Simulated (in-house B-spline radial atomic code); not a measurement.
**How G0W0 and RPA depend on the start: the iodine ion I⁶⁺**

Configuration [Kr] 4d10 5s1, highest spin. Computed with an all-electron radial atomic-structure program (B-spline basis): all electrons, non-relativistic, point nucleus, each spin shell either full or empty, empty states to l = 9 with an (l + 1/2)⁻⁴ tail; G0W0 by contour deformation at full frequency.

Without relativity these are model numbers: it shifts the levels of so heavy an element strongly and can reorder them.

```
            start  mean-field 5s up (eV)  G0W0 (eV)  QP weight  RPA correlation (Eh)
     Hartree-Fock                 -83.22     -85.15      0.982               -3.4437
         LDA VWN5                 -80.07     -85.64      0.969               -3.7173
              PBE                 -79.53     -85.56      0.969                -3.712
             PBE0                 -80.63     -85.44      0.973               -3.6381
           r2SCAN                 -79.55     -85.51      0.971               -3.6636
            HSE06                 -80.33     -85.47      0.972               -3.6433
  B3LYP (VWN-RPA)                 -80.76     -85.51      0.972               -3.6541
             SCAN                 -79.85     -85.53      0.971               -3.6616
             TPSS                 -79.17     -85.55      0.970               -3.6983
        BHandHLYP                 -81.90          ?          ?                     ?
        CAM-B3LYP                 -82.49     -85.44      0.976               -3.6271
          LC-wPBE                 -83.72     -85.36      0.978               -3.6327
            wB97X                 -82.89     -85.31      0.978               -3.6155
           PBEsol                 -79.58     -85.58      0.969                -3.714
             BLYP                 -79.72          ?          ?                     ?
          r2SCAN0                 -80.74     -85.41      0.974               -3.6056
LDA exchange-only                 -78.89     -85.68      0.970               -3.7165
```

Q: What G0W0 level, weight and RPA correlation energy follow from the BLYP start?

A: G0W0 level -85.61 eV, weight 0.969, RPA correlation -3.7136 hartree.

Q: What G0W0 level, weight and RPA correlation energy follow from the BHandHLYP start?

A: G0W0 level -85.37 eV, weight 0.977, RPA correlation -3.5702 hartree.

Q: How much of the dependence on the start does G0W0 remove?

A: The mean-field levels span 4.83 eV and the G0W0 levels 0.535 eV. Against 87.61 ± 0.06 eV (NIST, semi-empirical) the G0W0 removal energies are off by -2.46 to -1.93 eV, with relativity, Breit and QED terms left out.
